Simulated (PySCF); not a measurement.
A geometry optimisation, step by step.

Compound: C4H16Ge2Si.
SMILES with atom numbers: `[CH3:1][CH2:2][Ge@@H:3]([CH2:4][SiH3:5])[GeH2:6][CH3:7]` (hydrogens: H8, H9, H10 on C1; H11, H12 on C2; H13 on Ge3; H14, H15 on C4; H16, H17, H18 on Si5; H19, H20 on Ge6; H21, H22, H23 on C7)

Computed by this run: PySCF, PBE0-D3(BJ)/def2-SVP geometry optimisation, gas phase; density fitting, grid level 1; the optimiser is geomeTRIC in internal coordinates, started from a GFN2-xTB structure. 8 of its 10 geometries are shown. The frame can shift and turn from step to step; on so coarse a grid that alone can change the energy by a few meV, and forces under 0.02 eV/Å are noise.

Step 0: E = -125281.5049 eV, largest atomic force 1.066 eV/Å
```
atom  x, y, z in Å  |  force x, y, z in eV/Å
C1     -1.777   -2.417    0.420    0.316   0.170  -0.388
C2     -0.946   -2.094   -0.813    0.025   0.504   0.589
Ge3    -0.113   -0.283   -0.680   -0.602  -0.336  -0.299
C4     -1.512    1.110   -0.474    0.779   0.112   0.049
Si5    -0.815    2.873   -0.515   -0.476  -0.950   0.092
Ge6     1.524   -0.187    1.086    0.539   0.174  -0.084
C7      3.281    0.519    0.531   -0.546  -0.169  -0.026
H8     -2.623   -1.735    0.500   -0.346   0.206   0.148
H9     -2.165   -3.434    0.379   -0.196  -0.389   0.063
H10    -1.171   -2.318    1.321    0.088  -0.033   0.403
H11    -0.151   -2.833   -0.925    0.343  -0.150  -0.128
H12    -1.567   -2.148   -1.708   -0.107   0.100  -0.389
H13     0.575   -0.017   -2.021    0.237   0.114  -0.262
H14    -2.256    0.984   -1.261   -0.231  -0.064  -0.374
H15    -2.024    0.944    0.475   -0.151  -0.006   0.381
H16    -0.183    3.141   -1.810    0.266   0.130  -0.473
H17    -1.909    3.826   -0.302   -0.339   0.471   0.082
H18     0.181    3.022    0.555    0.370   0.119   0.342
H19     1.748   -1.544    1.732    0.044  -0.579   0.011
H20     1.038    0.641    2.259   -0.277   0.446   0.321
H21     3.974    0.538    1.369    0.193  -0.007   0.401
H22     3.172    1.530    0.146   -0.056   0.429  -0.131
H23     3.715   -0.092   -0.255    0.129  -0.293  -0.328
```

Step 1: E = -125281.6373 eV, largest atomic force 0.251 eV/Å
```
atom  x, y, z in Å  |  force x, y, z in eV/Å
C1     -1.864   -2.234    0.686   -0.043  -0.021   0.059
C2     -1.056   -2.000   -0.580    0.089  -0.081  -0.220
Ge3    -0.090   -0.286   -0.623   -0.007   0.051   0.074
C4     -1.385    1.181   -0.420   -0.132   0.048  -0.021
Si5    -0.654    2.908   -0.469    0.027   0.037   0.006
Ge6     1.527   -0.202    1.198   -0.025  -0.056   0.137
C7      3.232    0.544    0.592    0.121   0.018   0.049
H8     -2.687   -1.509    0.788    0.032  -0.001   0.003
H9     -2.315   -3.241    0.693    0.005   0.055   0.014
H10    -1.240   -2.153    1.592   -0.013  -0.005  -0.017
H11    -0.295   -2.790   -0.708   -0.055   0.015   0.003
H12    -1.701   -2.043   -1.476    0.029  -0.011   0.059
H13     0.632   -0.105   -1.990   -0.046  -0.059   0.123
H14    -2.147    1.080   -1.214    0.056   0.026   0.050
H15    -1.905    1.042    0.545    0.042   0.008  -0.043
H16     0.006    3.173   -1.788   -0.015  -0.025   0.019
H17    -1.699    3.961   -0.254    0.016  -0.031  -0.009
H18     0.385    3.072    0.601   -0.021  -0.028  -0.026
H19     1.762   -1.635    1.767   -0.028   0.182  -0.095
H20     0.979    0.663    2.372    0.041  -0.118  -0.155
H21     3.950    0.581    1.427   -0.020   0.008  -0.047
H22     3.091    1.564    0.206   -0.024  -0.022   0.018
H23     3.660   -0.075   -0.210   -0.029   0.006   0.020
```

Step 3: E = -125281.6496 eV, largest atomic force 0.043 eV/Å
```
atom  x, y, z in Å  |  force x, y, z in eV/Å
C1     -1.873   -2.240    0.684    0.003   0.002  -0.004
C2     -1.070   -2.012   -0.590   -0.005  -0.001   0.013
Ge3    -0.109   -0.294   -0.605   -0.018   0.006   0.017
C4     -1.392    1.187   -0.403   -0.014  -0.012   0.001
Si5    -0.615    2.892   -0.475    0.012  -0.002  -0.008
Ge6     1.530   -0.212    1.189    0.021   0.019  -0.032
C7      3.222    0.582    0.601   -0.014   0.010  -0.002
H8     -2.674   -1.493    0.799    0.001   0.009   0.005
H9     -2.350   -3.232    0.694   -0.012  -0.005  -0.006
H10    -1.238   -2.176    1.583    0.005  -0.007   0.002
H11    -0.320   -2.808   -0.728    0.011   0.004   0.005
H12    -1.722   -2.042   -1.478   -0.012   0.004  -0.006
H13     0.609   -0.118   -1.965    0.020  -0.007  -0.023
H14    -2.158    1.099   -1.192   -0.005  -0.004  -0.009
H15    -1.905    1.065    0.566    0.002   0.005   0.010
H16     0.039    3.113   -1.803    0.003   0.001  -0.003
H17    -1.626    3.975   -0.265    0.000   0.007   0.002
H18     0.437    3.026    0.582    0.005   0.002   0.004
H19     1.789   -1.641    1.716    0.017  -0.039   0.000
H20     0.968    0.607    2.371   -0.023   0.009   0.032
H21     3.943    0.616    1.430    0.001  -0.004   0.008
H22     3.050    1.608    0.243    0.001   0.003  -0.003
H23     3.653   -0.007   -0.220    0.001   0.000  -0.007
```

Step 4: E = -125281.6524 eV, largest atomic force 0.100 eV/Å
```
atom  x, y, z in Å  |  force x, y, z in eV/Å
C1     -1.885   -2.244    0.687    0.017   0.004  -0.017
C2     -1.090   -2.016   -0.593   -0.052   0.026   0.081
Ge3    -0.122   -0.302   -0.596    0.024  -0.019  -0.059
C4     -1.391    1.191   -0.389    0.028   0.007   0.001
Si5    -0.571    2.876   -0.486   -0.014  -0.017  -0.009
Ge6     1.533   -0.230    1.181   -0.007   0.009  -0.006
C7      3.201    0.623    0.608   -0.041   0.011  -0.015
H8     -2.666   -1.478    0.821   -0.003   0.003   0.005
H9     -2.387   -3.224    0.691   -0.007  -0.007  -0.010
H10    -1.238   -2.207    1.580    0.003  -0.009   0.002
H11    -0.349   -2.817   -0.743    0.019   0.003  -0.001
H12    -1.751   -2.030   -1.475   -0.006  -0.002  -0.014
H13     0.593   -0.127   -1.959    0.007   0.000  -0.011
H14    -2.163    1.111   -1.171   -0.013  -0.008  -0.008
H15    -1.894    1.085    0.586   -0.003   0.005   0.010
H16     0.073    3.063   -1.823    0.004   0.006  -0.002
H17    -1.550    3.988   -0.276    0.002   0.010   0.005
H18     0.496    2.990    0.558    0.002   0.008   0.007
H19     1.828   -1.669    1.662    0.021  -0.028   0.005
H20     0.955    0.542    2.388   -0.009   0.000   0.034
H21     3.927    0.648    1.433    0.007  -0.006   0.009
H22     3.000    1.654    0.284    0.011   0.004  -0.002
H23     3.639    0.070   -0.234    0.009   0.000  -0.005
```

Step 5: E = -125281.6542 eV, largest atomic force 0.118 eV/Å
```
atom  x, y, z in Å  |  force x, y, z in eV/Å
C1     -1.897   -2.245    0.694    0.018   0.002  -0.018
C2     -1.112   -2.016   -0.592   -0.063   0.038   0.092
Ge3    -0.131   -0.310   -0.593    0.039  -0.024  -0.081
C4     -1.384    1.195   -0.378    0.055   0.021  -0.006
Si5    -0.533    2.864   -0.499   -0.028  -0.016  -0.004
Ge6     1.539   -0.254    1.172   -0.028  -0.001   0.011
C7      3.181    0.658    0.616   -0.039   0.010  -0.014
H8     -2.657   -1.463    0.850   -0.003  -0.002   0.004
H9     -2.423   -3.213    0.689   -0.003  -0.004  -0.009
H10    -1.239   -2.238    1.579    0.001  -0.008   0.000
H11    -0.381   -2.824   -0.756    0.015   0.001  -0.007
H12    -1.783   -2.015   -1.467    0.000  -0.008  -0.013
H13     0.580   -0.138   -1.960   -0.004  -0.003   0.003
H14    -2.164    1.121   -1.153   -0.014  -0.008   0.000
H15    -1.877    1.104    0.604   -0.004   0.001   0.006
H16     0.100    3.025   -1.844    0.004   0.006   0.000
H17    -1.486    3.999   -0.288    0.002   0.006   0.004
H18     0.547    2.966    0.533   -0.002   0.009   0.006
H19     1.871   -1.701    1.604    0.018  -0.008   0.003
H20     0.947    0.466    2.406    0.004  -0.010   0.020
H21     3.912    0.672    1.437    0.009  -0.005   0.004
H22     2.953    1.694    0.329    0.013   0.002   0.000
H23     3.625    0.145   -0.248    0.010  -0.001  -0.002
```

Step 6: E = -125281.6564 eV, largest atomic force 0.078 eV/Å
```
atom  x, y, z in Å  |  force x, y, z in eV/Å
C1     -1.911   -2.242    0.707    0.011  -0.003  -0.008
C2     -1.141   -2.011   -0.587   -0.041   0.034   0.056
Ge3    -0.134   -0.320   -0.596    0.031  -0.012  -0.058
C4     -1.368    1.201   -0.371    0.068   0.026  -0.019
Si5    -0.500    2.859   -0.516   -0.029  -0.006   0.005
Ge6     1.548   -0.287    1.159   -0.036  -0.008   0.020
C7      3.161    0.689    0.628   -0.017   0.005  -0.003
H8     -2.645   -1.441    0.892   -0.001  -0.004   0.002
H9     -2.466   -3.193    0.690    0.002   0.002  -0.003
H10    -1.238   -2.273    1.580   -0.002  -0.003  -0.001
H11    -0.423   -2.827   -0.768    0.002  -0.001  -0.011
H12    -1.824   -1.992   -1.453    0.005  -0.012  -0.004
H13     0.569   -0.155   -1.968   -0.012  -0.010   0.014
H14    -2.159    1.129   -1.136   -0.010  -0.004   0.009
H15    -1.849    1.123    0.618   -0.004  -0.005   0.001
H16     0.122    3.002   -1.869    0.002   0.004   0.002
H17    -1.433    4.010   -0.303   -0.002  -0.002   0.000
H18     0.593    2.957    0.504   -0.007   0.006   0.003
H19     1.925   -1.741    1.531    0.007   0.014  -0.001
H20     0.947    0.367    2.426    0.014  -0.016  -0.004
H21     3.898    0.685    1.443    0.006  -0.002  -0.004
H22     2.907    1.731    0.387    0.009   0.000   0.002
H23     3.610    0.224   -0.261    0.005  -0.002   0.002
```

Step 8: E = -125281.6589 eV, largest atomic force 0.034 eV/Å
```
atom  x, y, z in Å  |  force x, y, z in eV/Å
C1     -1.923   -2.219    0.736   -0.005  -0.004   0.010
C2     -1.182   -1.996   -0.575    0.020  -0.005  -0.027
Ge3    -0.127   -0.335   -0.612   -0.013   0.011   0.022
C4     -1.332    1.208   -0.380    0.020   0.002  -0.018
Si5    -0.482    2.872   -0.538    0.000   0.012   0.012
Ge6     1.563   -0.341    1.134    0.001  -0.003   0.000
C7      3.148    0.700    0.643    0.016   0.000   0.009
H8     -2.617   -1.393    0.960    0.000  -0.001  -0.002
H9     -2.518   -3.146    0.715    0.003   0.003   0.006
H10    -1.227   -2.299    1.587   -0.001   0.006   0.001
H11    -0.490   -2.828   -0.780   -0.012  -0.003  -0.004
H12    -1.885   -1.958   -1.425   -0.002   0.001   0.009
H13     0.563   -0.196   -1.993   -0.003  -0.013   0.003
H14    -2.137    1.131   -1.131   -0.003   0.008   0.009
H15    -1.800    1.136    0.616   -0.002  -0.008  -0.002
H16     0.137    3.020   -1.892    0.002  -0.002   0.002
H17    -1.430    4.011   -0.327   -0.004  -0.007  -0.008
H18     0.608    2.993    0.483   -0.002  -0.003  -0.001
H19     1.987   -1.800    1.429   -0.005   0.010  -0.004
H20     0.959    0.226    2.441    0.002  -0.004  -0.011
H21     3.895    0.663    1.450   -0.003   0.001  -0.005
H22     2.875    1.750    0.463   -0.004  -0.002   0.000
H23     3.600    0.294   -0.273   -0.005  -0.001   0.000
```

Step 9: E = -125281.6592 eV, largest atomic force 0.028 eV/Å
```
atom  x, y, z in Å  |  force x, y, z in eV/Å
C1     -1.924   -2.208    0.748   -0.003  -0.001   0.007
C2     -1.195   -1.992   -0.571    0.018  -0.013  -0.018
Ge3    -0.126   -0.341   -0.618   -0.014   0.008   0.019
C4     -1.321    1.210   -0.386    0.000  -0.007  -0.009
Si5    -0.475    2.875   -0.540    0.006   0.007   0.009
Ge6     1.567   -0.356    1.124    0.012   0.003  -0.005
C7      3.145    0.701    0.645    0.009  -0.002   0.004
H8     -2.606   -1.375    0.980   -0.002   0.000  -0.002
H9     -2.530   -3.128    0.732    0.002  -0.001   0.004
H10    -1.220   -2.297    1.591    0.000   0.006   0.002
H11    -0.512   -2.832   -0.783   -0.007  -0.001  -0.001
H12    -1.905   -1.950   -1.414   -0.005   0.008   0.006
H13     0.560   -0.215   -2.001    0.001  -0.007  -0.004
H14    -2.128    1.135   -1.134   -0.001   0.009   0.002
H15    -1.789    1.137    0.610   -0.001  -0.005   0.000
H16     0.151    3.027   -1.891    0.003  -0.002   0.001
H17    -1.431    4.009   -0.336   -0.002  -0.002  -0.006
H18     0.608    3.002    0.487   -0.001  -0.001   0.000
H19     2.001   -1.815    1.400   -0.003  -0.001  -0.002
H20     0.962    0.189    2.439   -0.004   0.002  -0.002
H21     3.894    0.656    1.449   -0.002   0.000  -0.001
H22     2.867    1.752    0.481   -0.004  -0.001   0.000
H23     3.596    0.310   -0.278   -0.003   0.001  -0.002
```

Task: Summarise the path.

Result: The energy falls by 3.56 kcal/mol from step 0 to step 9; nine tenths of that is first reached at step 2. It falls at every step. The largest force goes from 1.066 to 0.028 eV/Å. Among the bonds Ge6–H20 changes most (a near tie, within 0.001 Å, with another), from 1.516 to 1.547 Å; the atoms move by 0.315 Å rms after alignment.

Task: Follow the three bonds and two angles with the largest change from start to end.

Result: 
| step | E above end (kcal/mol) | largest force (eV/Å) | Ge6–H20 (Å) | Si5–H17 (Å) | Si5–H16 (Å) | H19–Ge6–H20 (°) | Ge3–Ge6–H19 (°) |
| --- | --- | --- | --- | --- | --- | --- | --- |
| 0 | 3.56 | 1.066 | 1.516 | 1.467 | 1.466 | 101.9 | 112.1 |
| 1 | 0.50 | 0.251 | 1.558 | 1.499 | 1.498 | 106.7 | 109.9 |
| 2 | 0.28 | 0.103 | 1.546 | 1.497 | 1.496 | 106.8 | 109.7 |
| 3 | 0.22 | 0.043 | 1.544 | 1.497 | 1.496 | 106.9 | 109.5 |
| 4 | 0.16 | 0.100 | 1.545 | 1.496 | 1.496 | 107.1 | 109.3 |
| 5 | 0.11 | 0.118 | 1.546 | 1.497 | 1.496 | 107.1 | 109.2 |
| 6 | 0.06 | 0.078 | 1.548 | 1.497 | 1.496 | 107.1 | 109.2 |
| 7 | 0.02 | 0.058 | 1.548 | 1.497 | 1.496 | 107.0 | 109.3 |
| 8 | 0.01 | 0.034 | 1.547 | 1.497 | 1.496 | 106.9 | 109.3 |
| 9 | 0.00 | 0.028 | 1.547 | 1.497 | 1.496 | 106.9 | 109.2 |

The cost below is that of the whole optimisation. On one thread of an Arm Neoverse V2, on a shared host, this took 5.7 min of wall time.
